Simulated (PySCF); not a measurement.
C$_{3}$H$_{9}$Al, charge +1, doublet, at a GFN2-xTB geometry (such geometries of metal compounds can be far from the true shape) (a state made from the parent by changing its charge; the spin is typed, not shown lowest); SVWN5/def2-SV(P) in PySCF.

Input for PySCF:
```python
from pyscf import gto, scf, dft

mol = gto.Mole()
mol.atom = '''
    Al   -0.11017492   -0.11753443   -0.00666433
    C    -1.50958297   -1.50084963   -0.15485164
    H    -1.72462217   -1.73358950   -1.20610585
    H    -2.45001779   -1.17124687    0.30532003
    H    -1.19763804   -2.42823588    0.34418998
    C     0.07074410    1.67849991   -0.95581859
    H     1.08028348    1.76611445   -1.36618107
    H    -0.10898743    2.47585386   -0.23090264
    H    -0.67564031    1.71304257   -1.75118105
    C     1.58527878   -0.02234132    1.12024899
    H     1.64310521    0.95865353    1.59990056
    H     2.44785174   -0.16889424    0.46535812
    H     1.53929993   -0.81560399    1.86876561
'''
mol.basis = 'def2-sv(p)'
mol.charge = 1
mol.spin = 1
mol.verbose = 4
mol.build()

mf = dft.UKS(mol)
mf.xc = 'lda,vwn'
mf.grids.level = 1
mf.kernel()
```

Task: What does PySCF print? Leave out banner, timings and long lists.

Result: 
```
PySCF version 2.14.0

[INPUT] verbose = 4
[INPUT] num. atoms = 13
[INPUT] num. electrons = 39
[INPUT] charge = 1
[INPUT] spin (= nelec alpha-beta = 2S) = 1
[INPUT] symmetry False subgroup None
[INPUT] Mole.unit = angstrom
[INPUT] Symbol           X                Y                Z      unit          X                Y                Z       unit  Magmom
[INPUT]  1 Al    -0.110174920000  -0.117534430000  -0.006664330000 AA   -0.208200424596  -0.222107882907  -0.012593758504 Bohr   0.0
[INPUT]  2 C     -1.509582970000  -1.500849630000  -0.154851640000 AA   -2.852698375608  -2.836194754855  -0.292627189540 Bohr   0.0
[INPUT]  3 H     -1.724622170000  -1.733589500000  -1.206105850000 AA   -3.259063569653  -3.276009367422  -2.279209733736 Bohr   0.0
[INPUT]  4 H     -2.450017790000  -1.171246870000   0.305320030000 AA   -4.629862623412  -2.213335808554   0.576971237044 Bohr   0.0
[INPUT]  5 H     -1.197638040000  -2.428235880000   0.344189980000 AA   -2.263207891961  -4.588700779042   0.650424797020 Bohr   0.0
[INPUT]  6 C      0.070744100000   1.678499910000  -0.955818590000 AA    0.133686973929   3.171905130007  -1.806235359868 Bohr   0.0
[INPUT]  7 H      1.080283480000   1.766114450000  -1.366181070000 AA    2.041439914092   3.337472615137  -2.581708058865 Bohr   0.0
[INPUT]  8 H     -0.108987430000   2.475853860000  -0.230902640000 AA   -0.205956393720   4.678685719847  -0.436342751039 Bohr   0.0
[INPUT]  9 H     -0.675640310000   1.713042570000  -1.751181050000 AA   -1.276775144616   3.237181297021  -3.309252579028 Bohr   0.0
[INPUT] 10 C      1.585278780000  -0.022341320000   1.120248990000 AA    2.995742725285  -0.042218976061   2.116963782421 Bohr   0.0
[INPUT] 11 H      1.643105210000   0.958653530000   1.599900560000 AA    3.105018840746   1.811592620048   3.023373884938 Bohr   0.0
[INPUT] 12 H      2.447851740000  -0.168894240000   0.465358120000 AA    4.625769382140  -0.319163857617   0.879399396642 Bohr   0.0
[INPUT] 13 H      1.539299930000  -0.815603990000   1.868765610000 AA    2.908855291262  -1.541268167203   3.531455193906 Bohr   0.0

nuclear repulsion = 148.912708390358
number of shells = 44
number of NR pGTOs = 144
number of NR cGTOs = 78
basis = def2-sv(p)
ecp = {}

******** <class 'pyscf.dft.uks.UKS'> ********
method = UKS
initial guess = minao
damping factor = 0
level_shift factor = 0
DIIS = <class 'pyscf.scf.diis.CDIIS'>
diis_start_cycle = 1
diis_space = 8
diis_damp = 0
SCF conv_tol = 1e-09
SCF conv_tol_grad = None
SCF max_cycles = 50
direct_scf = True
direct_scf_tol = 1e-13
number electrons alpha = 20  beta = 19
XC library pyscf.dft.libxc version 7.1.2
    S. Lehtola, C. Steigemann, M. J. T. Oliveira, and M. A. L. Marques,  SoftwareX 7, 1–5 (2018)
XC functionals = lda,vwn
    P. A. M. Dirac,  Math. Proc. Cambridge Philos. Soc. 26, 376 (1930)
    F. Bloch,  Z. Phys. 57, 545 (1929)
    S. H. Vosko, L. Wilk, and M. Nusair,  Can. J. Phys. 58, 1200 (1980)
radial grids:
    Treutler-Ahlrichs [JCP 102, 346 (1995); DOI:10.1063/1.469408] (M4) radial grids

becke partition: Becke, JCP 88, 2547 (1988); DOI:10.1063/1.454033
pruning grids: <function nwchem_prune>
grids dens level: 1
symmetrized grids: False
atomic radii adjust function: <function treutler_atomic_radii_adjust>
small_rho_cutoff = 0
Set gradient conv threshold to 3.16228e-05
tot grids = 44144
init E= -359.477948735391

cycle= 1 E= -359.338734845239  delta_E= 0.139  |g|= 0.422  |ddm|= 2.34
cycle= 2 E= -359.009741573139  delta_E= 0.329  |g|= 0.732  |ddm|= 1.39
cycle= 3 E= -359.387845448689  delta_E= -0.378  |g|= 0.283  |ddm|= 1.13
cycle= 4 E= -359.438670763902  delta_E= -0.0508  |g|= 0.0473  |ddm|= 0.267
cycle= 5 E= -359.440874194024  delta_E= -0.0022  |g|= 0.0106  |ddm|= 0.105
cycle= 6 E= -359.437375181993  delta_E= 0.0035  |g|= 0.0623  |ddm|= 0.175
cycle= 7 E= -359.440972852035  delta_E= -0.0036  |g|= 0.00332  |ddm|= 0.157
cycle= 8 E= -359.44098143109  delta_E= -8.58e-06  |g|= 0.00136  |ddm|= 0.00767
cycle= 9 E= -359.440982868253  delta_E= -1.44e-06  |g|= 0.000301  |ddm|= 0.00221
cycle= 10 E= -359.440982950267  delta_E= -8.2e-08  |g|= 7.22e-05  |ddm|= 0.000723
cycle= 11 E= -359.440982953561  delta_E= -3.29e-09  |g|= 2.48e-05  |ddm|= 0.000128
cycle= 12 E= -359.440982953897  delta_E= -3.36e-10  |g|= 1.75e-05  |ddm|= 4.03e-05
Extra cycle  E= -359.440982945505  delta_E= 8.39e-09  |g|= 9.75e-05  |ddm|= 0.000258
converged SCF energy = -359.440982945505  <S^2> = 0.75257192  2S+1 = 2.0025703
```
